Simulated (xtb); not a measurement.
C2H6O2, triplet, at the geometry of the source list (a higher spin typed on purpose: for a closed-shell molecule this is an excited state); GFN2-xTB with ALPB(chcl3) (xtb).

Input for xtb:
```
$ xtb mol.xyz --gfn 2 --uhf 2 --alpb chcl3 --json

# file mol.xyz
10

O      1.30260000    -0.68770000     0.16370000
C      0.54770000     0.48680000    -0.07300000
C     -0.89320000     0.05090000    -0.34010000
O     -1.44480000    -0.61330000     0.76470000
H      2.21430000    -0.44810000     0.34940000
H      0.57520000     1.14410000     0.80610000
H      0.93500000     1.03380000    -0.94260000
H     -1.51960000     0.92540000    -0.52550000
H     -0.90580000    -0.59780000    -1.22740000
H     -0.81140000    -1.29420000     1.02450000
```

What the program printed (banner, timings and long lists left out):

```
   ID    Z sym.   atoms
    1    8 O      1, 4
    2    6 C      2, 3
    3    1 H      5-10

           -------------------------------------------------
          |                Calculation Setup                |
           -------------------------------------------------

           -------------------------------------------------
          |                 G F N 2 - x T B                 |
           -------------------------------------------------

      * Solvation model:               ALPB
        Solvent                        chcl3
        Parameter file                 internal GFN2-xTB/ALPB
        Dielectric constant                4.8100E+00
        Reference state                gsolv [1 M gas/solution]
        Free energy shift                  3.8910E-03 Eh       2.4417E+00 kcal/mol
        Temperature                        2.9815E+02 K
        Density                            1.4900E+00 kg/L
        Solvent mass                       1.1938E+02 g/mol
        Interaction kernel             P16
        Born radius scaling (c1)           1.3274E+00
        Born radii integrator          GBOBC
        Born offset                        0.0000E+00 a0       0.0000E+00 AA
        H-bond correction              false
        Ion screening                  false
        Surface tension                    1.0000E-05 Eh       1.5569E+01 dyn/cm
        Grid points                               230 per atom

          ...................................................
          :                      SETUP                      :
          :.................................................:
          :  # basis functions                  22          :
          :  # atomic orbitals                  22          :
          :  # shells                           14          :
          :  # electrons                        26          :
          :  max. iterations                   250          :
          :  Hamiltonian                  GFN2-xTB          :
          :  restarted?                      false          :
          :  GBSA solvation                   true          :
          :  PC potential                    false          :
          :  electronic temp.          300.0000000     K    :
          :  accuracy                    1.0000000          :
          :  -> integral cutoff          0.2500000E+02      :
          :  -> integral neglect         0.1000000E-07      :
          :  -> SCF convergence          0.1000000E-05 Eh   :
[...]
         :: total energy             -15.011408100413 Eh    ::
[...]
     5   1 H        0.805     0.223     1.006     1.576
     6   1 H        0.923     0.120     1.616     1.988
     7   1 H        0.923     0.050     2.322     2.383
     8   1 H        0.924     0.023     2.690     2.565
     9   1 H        0.923     0.112     1.676     2.025
    10   1 H        0.805     0.298     0.726     1.338

 Mol. C6AA /au·bohr⁶  :        667.635176
 Mol. C8AA /au·bohr⁸  :      13548.402010
 Mol. α(0) /au        :         37.368623

Wiberg/Mayer (AO) data.
largest (>0.10) Wiberg bond orders for each atom

 ---------------------------------------------------------------------------
     #   Z sym  total        # sym  WBO       # sym  WBO       # sym  WBO
 ---------------------------------------------------------------------------
     1   8 O    1.903 --     2 C    0.799     5 H    0.785
     2   6 C    3.799 --     3 C    1.061     7 H    0.877     6 H    0.836
                             1 O    0.799     4 O    0.104
     3   6 C    3.901 --     2 C    1.061     8 H    0.925     4 O    0.894
                             9 H    0.855
     4   8 O    1.992 --     3 C    0.894    10 H    0.811     2 C    0.104
     5   1 H    0.933 --     1 O    0.785
     6   1 H    0.926 --     2 C    0.836
     7   1 H    0.944 --     2 C    0.877
     8   1 H    0.996 --     3 C    0.925
     9   1 H    0.931 --     3 C    0.855
    10   1 H    0.909 --     4 O    0.811
 ---------------------------------------------------------------------------

Topologies differ in total number of bonds
Writing topology from bond orders to xtbtopo.mol

molecular dipole:
                 x           y           z       tot (Debye)
 q only:        0.388       0.461      -0.254
   full:        0.618       0.548      -0.308       2.240
molecular quadrupole (traceless):
                xx          xy          yy          xz          yz          zz
 q only:       -1.866       1.542       1.082       2.484      -0.255       0.783
  q+dip:       -2.756       2.314       1.445       3.258       0.616       1.311
   full:       -2.313       1.985       1.192       3.281       0.251       1.121

           -------------------------------------------------
          | TOTAL ENERGY              -15.011408100413 Eh   |
          | GRADIENT NORM               0.454632245211 Eh/α |
          | HOMO-LUMO GAP               1.395090473697 eV   |
           -------------------------------------------------

normal termination of xtb
```
